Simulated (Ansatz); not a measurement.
ZnMeBr (CH3BrZn). The state is a singlet with charge 0. Geometry PBE0-D4/def2-TZVP.

```xyz
6

Zn   -0.205    1.075   -0.116
C     0.155   -0.809    0.088
H     0.476   -1.024    1.108
H     0.943   -1.120   -0.600
H    -0.744   -1.391   -0.125
Br   -0.625    3.270   -0.355
```

Problem. Estimate the orbital energies around the gap (eV) in Ansatz with PBE-D4/def2-SVP, PBE-D4/def2-TZVP, revPBE-D4/def2-TZVP, B97M-V/def2-TZVP, PBE0-D4/def2-TZVP.

Solution. 
| orbital | PBE-D4/def2-SVP | PBE-D4/def2-TZVP | revPBE-D4/def2-TZVP | B97M-V/def2-TZVP | PBE0-D4/def2-TZVP |
| --- | --- | --- | --- | --- | --- |
| HOMO−9 | -11.79 | -12.19 | -12.11 | -12.79 | -14.99 |
| HOMO−8 | -11.79 | -12.19 | -12.11 | -12.79 | -14.94 |
| HOMO−7 | -11.57 | -12.07 | -11.99 | -12.67 | -14.94 |
| HOMO−6 | -11.57 | -12.07 | -11.99 | -12.67 | -14.93 |
| HOMO−5 | -9.61 | -9.78 | -9.74 | -10.19 | -11.29 |
| HOMO−4 | -9.61 | -9.78 | -9.74 | -10.19 | -11.29 |
| HOMO−3 | -8.52 | -8.78 | -8.69 | -9.04 | -10.04 |
| HOMO−2 | -7.09 | -7.30 | -7.22 | -7.52 | -8.42 |
| HOMO−1 | -6.56 | -6.91 | -6.85 | -7.26 | -8.16 |
| HOMO | -6.56 | -6.91 | -6.85 | -7.26 | -8.16 |
| LUMO | -1.13 | -1.39 | -1.30 | -1.29 | -0.57 |
| LUMO+1 | 0.37 | -0.90 | -0.81 | -0.82 | -0.18 |
| LUMO+2 | 0.37 | -0.90 | -0.81 | -0.82 | -0.18 |
| LUMO+3 | 1.56 | 0.76 | 0.79 | 1.00 | 1.51 |
| LUMO+4 | 2.72 | 2.01 | 2.08 | 2.30 | 2.85 |
| LUMO+5 | 3.04 | 2.15 | 2.18 | 2.41 | 2.98 |
